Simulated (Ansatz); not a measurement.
HgF2⁻, relaxed as a doublet with UKS PBE-D4/def2-TZVPD in Ansatz, starting from the GFN1-xTB geometry. Force threshold 0.02 eV/Å.

In the def2 sets Hg takes a core potential; there is no spin–orbit coupling. The highest occupied level of the charge -1 doublet lies above zero (up to 0.17 eV). By energy differences its removal costs 2.94 eV (vertical, to the charge 0 singlet, at PBE-D4/def2-TZVPD); a positive level beside a positive removal energy at the same level points to self-interaction error. The relaxation made no stability test and no search for a lower SCF solution. The structure comes from a short search, and lower isomers may exist.

Start:

Cartesian coordinates in Å:
```
Hg -0.058 -0.449 0.735
F -1.392 1.133 0.077
F 1.451 -0.685 -0.812
```

```tsv
step	energy (eV)	largest force component (eV/Å)	SCF passes
1	-9610.2561	0.409	17
2	-9610.3481	0.135	25
3	-9610.4046	0.114	27
4	-9610.4180	0.044	22
5	-9610.4187	0.003	21
```

Force components are those of the run's own axes.

End:

```xyz
3

Hg   -0.0266   -0.2082    0.3407
F    -1.7438    1.2276    0.3787
F     1.7704   -1.0194   -0.7195
```

By distances, no bond broke or formed. The bond that changes most is Hg1–F2, from 2.17 to 2.24 Å (atoms count from 1).

No frequencies were taken in this run, so the end may be a saddle point.

It took 3.8 s on 4 threads of Arm Neoverse V2 on a shared host.
